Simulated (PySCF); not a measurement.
PySCF job for CH₁₀Si₄, SMILES [SiH3][Si@@H]1C[SiH2][SiH2]1, TDA-PBE/def2-SVPD. Geometry optimised at ωB97X-D3(BJ)/def2-SVP. The structure was generated by enumeration; whether it is a known compound was not checked.

```python
import numpy as np
from pyscf import gto, scf, dft, tdscf

mol = gto.M(
    atom='''
    Si    2.69019702   -0.60183719   -0.11906887
    Si    0.59915122    0.20106552    0.52099525
    C    -0.72180048   -1.14383559    0.84119695
    Si   -2.23266239   -0.12157408    0.29634678
    Si   -0.82758687    1.14275373   -1.08555638
    H     3.34447833   -1.37015929    0.98251120
    H     2.51419096   -1.51147741   -1.29126491
    H     3.58603914    0.52448746   -0.51729779
    H     0.70736136    1.10982205    1.70321791
    H    -0.56483163   -1.95934468    0.11307490
    H    -0.75126562   -1.58197529    1.85014315
    H    -2.70563037    0.72709339    1.43159574
    H    -3.39098338   -0.89452078   -0.24350527
    H    -0.62732005    0.51628044   -2.42753185
    H    -0.98862191    2.61709574   -1.22615988
    ''',
    basis='def2-SVPD',
    charge=0,
    spin=0,
    max_memory=1600,
    verbose=4,
)
mf = dft.RKS(mol, xc='pbe').density_fit(auxbasis='def2-universal-jkfit')
mf.grids.level = 3
mf.conv_tol = 1e-9
mf.max_cycle = 100
mf.kernel()
mf.grids = dft.Grids(mol).set(level=1).build(with_non0tab=True)  # coarser grid for the response kernel
td = tdscf.TDA(mf)
td.singlet = True
td.nstates = 10
td.conv_tol = 1e-4
td.positive_eig_threshold = 1e-6
td.kernel(x0=td.get_init_guess(mf, 15))
td.analyze()
tt = tdscf.TDA(mf)
tt.singlet = False
tt.nstates = 4
tt.conv_tol = 1e-4
tt.positive_eig_threshold = 1e-6
tt.kernel(x0=tt.get_init_guess(mf, 9))
tt.analyze(verbose=3)
```

Log of the run:

```
PySCF version 2.14.0

[INPUT] verbose = 4
[INPUT] num. atoms = 15
[INPUT] num. electrons = 72
[INPUT] charge = 0
[INPUT] spin (= nelec alpha-beta = 2S) = 0
[INPUT] symmetry False subgroup None
[INPUT] Mole.unit = angstrom
[INPUT] Symbol           X                Y                Z      unit          X                Y                Z       unit  Magmom
[INPUT]  1 Si     2.690197020000  -0.601837190000  -0.119068870000 AA    5.083735588921  -1.137307460678  -0.225007554261 Bohr   0.0
[INPUT]  2 Si     0.599151220000   0.201065520000   0.520995250000 AA    1.132231712999   0.379958765893   0.984538334699 Bohr   0.0
[INPUT]  3 C     -0.721800480000  -1.143835590000   0.841196950000 AA   -1.364005223780  -2.161535996630   1.589631852319 Bohr   0.0
[INPUT]  4 Si    -2.232662390000  -0.121574080000   0.296346780000 AA   -4.219120445717  -0.229741715046   0.560014252097 Bohr   0.0
[INPUT]  5 Si    -0.827586870000   1.142753730000  -1.085556380000 AA   -1.563912528586   2.159491577525  -2.051404250974 Bohr   0.0
[INPUT]  6 H      3.344478330000  -1.370159290000   0.982511200000 AA    6.320148073243  -2.589225805129   1.856677082318 Bohr   0.0
[INPUT]  7 H      2.514190960000  -1.511477410000  -1.291264910000 AA    4.751132339257  -2.856278348367  -2.440137034161 Bohr   0.0
[INPUT]  8 H      3.586039140000   0.524487460000  -0.517297790000 AA    6.776631846571   0.991137655169  -0.977551147943 Bohr   0.0
[INPUT]  9 H      0.707361360000   1.109822050000   1.703217910000 AA    1.336719241500   2.097259721503   3.218615380354 Bohr   0.0
[INPUT] 10 H     -0.564831630000  -1.959344680000   0.113074900000 AA   -1.067377087192  -3.702624828824   0.213680592563 Bohr   0.0
[INPUT] 11 H     -0.751265620000  -1.581975290000   1.850143150000 AA   -1.419686268602  -2.989500033929   3.496263844740 Bohr   0.0
[INPUT] 12 H     -2.705630370000   0.727093390000   1.431595740000 AA   -5.112900393606   1.374007374082   2.705323869694 Bohr   0.0
[INPUT] 13 H     -3.390983380000  -0.894520780000  -0.243505270000 AA   -6.408029881152  -1.690399286932  -0.460158270188 Bohr   0.0
[INPUT] 14 H     -0.627320050000   0.516280440000  -2.427531850000 AA   -1.185463086948   0.975628635070  -4.587370355159 Bohr   0.0
[INPUT] 15 H     -0.988621910000   2.617095740000  -1.226159880000 AA   -1.868224650644   4.945594190366  -2.317106358130 Bohr   0.0

nuclear repulsion = 413.833213255296
number of shells = 88
number of NR pGTOs = 298
number of NR cGTOs = 196
basis = def2-SVPD
ecp = {}


[settings echo left out]
init E= -1200.93637398615
  HOMO = -0.264420170857415  LUMO = -0.0861008178689613  gap/eV = 4.85232
cycle= 1 E= -1200.96414481121  delta_E= -0.0278  |g|= 0.448  |ddm|= 4.59
  HOMO = -0.184659459811138  LUMO = -0.0329060007943527  gap/eV = 4.12942
cycle= 2 E= -1200.82211050557  delta_E= 0.142  |g|= 0.799  |ddm|= 1.56
  HOMO = -0.220629286313208  LUMO = -0.0468447738062715  gap/eV = 4.72892
cycle= 3 E= -1201.01719242259  delta_E= -0.195  |g|= 0.0951  |ddm|= 1.14
  HOMO = -0.223527138162366  LUMO = -0.0479180730549114  gap/eV = 4.77857
cycle= 4 E= -1201.02046829277  delta_E= -0.00328  |g|= 0.0319  |ddm|= 0.255
  HOMO = -0.225356623712806  LUMO = -0.0496081937647914  gap/eV = 4.78236
cycle= 5 E= -1201.02092306606  delta_E= -0.000455  |g|= 0.00717  |ddm|= 0.0848
  HOMO = -0.224580024878764  LUMO = -0.0489385883472055  gap/eV = 4.77945
cycle= 6 E= -1201.02094450791  delta_E= -2.14e-05  |g|= 0.002  |ddm|= 0.0196
  HOMO = -0.224638895720007  LUMO = -0.0489945562269605  gap/eV = 4.77953
cycle= 7 E= -1201.0209460217  delta_E= -1.51e-06  |g|= 0.00059  |ddm|= 0.005
  HOMO = -0.224616375040726  LUMO = -0.048967708605371  gap/eV = 4.77964
cycle= 8 E= -1201.02094617679  delta_E= -1.55e-07  |g|= 0.000149  |ddm|= 0.00165
  HOMO = -0.224620077944979  LUMO = -0.0489723036233333  gap/eV = 4.77962
cycle= 9 E= -1201.020946186  delta_E= -9.21e-09  |g|= 3.18e-05  |ddm|= 0.000374
  HOMO = -0.224621718097334  LUMO = -0.0489736524460668  gap/eV = 4.77963
cycle= 10 E= -1201.02094618641  delta_E= -4.12e-10  |g|= 5.78e-06  |ddm|= 8.13e-05
  HOMO = -0.224621263029645  LUMO = -0.0489733695130119  gap/eV = 4.77962
Extra cycle  E= -1201.02094618641  delta_E= -1.59e-12  |g|= 5.78e-06  |ddm|= 2.69e-05
converged SCF energy = -1201.02094618641
tot grids = 55552
Overwritten attributes  positive_eig_threshold  of <class 'pyscf.tdscf.rks.TDA'>


******** <class 'pyscf.tdscf.rks.TDA'> for <class 'pyscf.df.df_jk.DFRKS'> ********
nstates = 10 singlet
deg_eia_thresh = 1.000e-03
wfnsym = None
conv_tol = 0.0001
eigh lindep = 1e-12
eigh level_shift = 0
eigh max_cycle = 100


Excitation energies (eV)
[4.96121094 5.1545143  5.65670438 5.6979429  5.8477897  5.90201032
 5.99182545 6.07731852 6.17607954 6.24789431]

** Singlet excitation energies and oscillator strengths **
Excited State   1:      4.96121 eV    249.91 nm  f=0.0210
      36 -> 37       -0.37799
      36 -> 38        0.58664
Excited State   2:      5.15451 eV    240.54 nm  f=0.1078
      36 -> 37        0.55869
      36 -> 38        0.38378
Excited State   3:      5.65670 eV    219.18 nm  f=0.0288
      35 -> 38        0.14424
      36 -> 39        0.50520
      36 -> 40       -0.42376
Excited State   4:      5.69794 eV    217.59 nm  f=0.0334
      36 -> 39       -0.40287
      36 -> 40       -0.54559
Excited State   5:      5.84779 eV    212.02 nm  f=0.0114
      34 -> 37       -0.16414
      35 -> 37        0.37921
      35 -> 38        0.52823
      36 -> 41        0.11127
Excited State   6:      5.90201 eV    210.07 nm  f=0.0020
      34 -> 37        0.10238
      35 -> 37        0.50887
      35 -> 38       -0.26076
      36 -> 41       -0.37554
Excited State   7:      5.99183 eV    206.92 nm  f=0.0058
      34 -> 37        0.58856
      34 -> 38       -0.14673
      35 -> 39       -0.12235
      36 -> 41        0.29448
Excited State   8:      6.07732 eV    204.01 nm  f=0.0213
      33 -> 37        0.10447
      34 -> 38        0.59595
      35 -> 37        0.13185
      36 -> 41        0.17724
      36 -> 42        0.15474
      36 -> 43        0.11925
      36 -> 44       -0.11955
Excited State   9:      6.17608 eV    200.75 nm  f=0.0160
      34 -> 37       -0.21211
      34 -> 38       -0.21805
      34 -> 39       -0.10152
      35 -> 38       -0.16690
      35 -> 39       -0.17680
      36 -> 41        0.28252
      36 -> 42        0.46555
Excited State  10:      6.24789 eV    198.44 nm  f=0.1161
      33 -> 37       -0.15364
      34 -> 37        0.15977
      34 -> 39        0.33670
      35 -> 37       -0.11287
      35 -> 38        0.19257
      36 -> 41       -0.25160
      36 -> 42        0.43893

** Transition electric dipole moments (AU) **
state          X           Y           Z        Dip. S.      Osc.
  1         0.4099     -0.0537      0.0474      0.1731      0.0210
  2        -0.9044      0.1419     -0.1252      0.8538      0.1078
  3         0.0679     -0.2713      0.3596      0.2075      0.0288
  4        -0.1306      0.3525     -0.3133      0.2395      0.0334
  5        -0.2510      0.0922     -0.0892      0.0795      0.0114
  6         0.0952      0.0425      0.0542      0.0138      0.0020
  7         0.0940      0.0538     -0.1659      0.0392      0.0058
  8         0.2944      0.2175      0.0945      0.1429      0.0213
  9         0.3209      0.0265     -0.0463      0.1058      0.0160
 10        -0.8537      0.1625     -0.0568      0.7584      0.1161

** Transition velocity dipole moments (imaginary part, AU) **
state          X           Y           Z        Dip. S.      Osc.
  1         0.0306      0.0131     -0.0068      0.0012      0.0042
  2        -0.0805      0.0090      0.0085      0.0066      0.0234
  3         0.0035     -0.0212      0.0230      0.0010      0.0032
  4        -0.0113      0.0408     -0.0382      0.0033      0.0104
  5        -0.0416      0.0087      0.0021      0.0018      0.0056
  6        -0.0041     -0.0088      0.0125      0.0002      0.0008
  7         0.0143     -0.0019     -0.0295      0.0011      0.0033
  8         0.0375      0.0002     -0.0054      0.0014      0.0043
  9         0.0204      0.0174      0.0021      0.0007      0.0021
 10        -0.1426      0.0360     -0.0138      0.0218      0.0634

** Transition magnetic dipole moments (imaginary part, AU) **
state          X           Y           Z
  1        -0.1318      0.9143      1.0097
  2         0.1118     -0.3237     -0.9911
  3        -0.0114      0.2745      0.2622
  4         0.0722      0.6568      0.1928
  5         0.0500     -0.0837      0.0225
  6         0.0236     -0.2377     -0.6320
  7         0.1042     -0.1383     -0.1264
  8        -0.1644     -0.3461     -0.3387
  9         0.1661     -0.3606     -0.2130
 10        -0.0958      0.3417      0.5568


******** <class 'pyscf.tdscf.rks.TDA'> for <class 'pyscf.df.df_jk.DFRKS'> ********
nstates = 4 triplet
deg_eia_thresh = 1.000e-03
wfnsym = None
conv_tol = 0.0001
eigh lindep = 1e-12
eigh level_shift = 0
eigh max_cycle = 100


Excitation energies (eV)
[4.49394962 4.59452996 4.94378784 5.35610256]

** Triplet excitation energies and oscillator strengths **
Excited State   1:      4.49395 eV    275.89 nm  f=0.0000
Excited State   2:      4.59453 eV    269.85 nm  f=0.0000
Excited State   3:      4.94379 eV    250.79 nm  f=0.0000
Excited State   4:      5.35610 eV    231.48 nm  f=0.0000
```

Self-consistency was reached.

Cost: roughly 110 core-seconds.
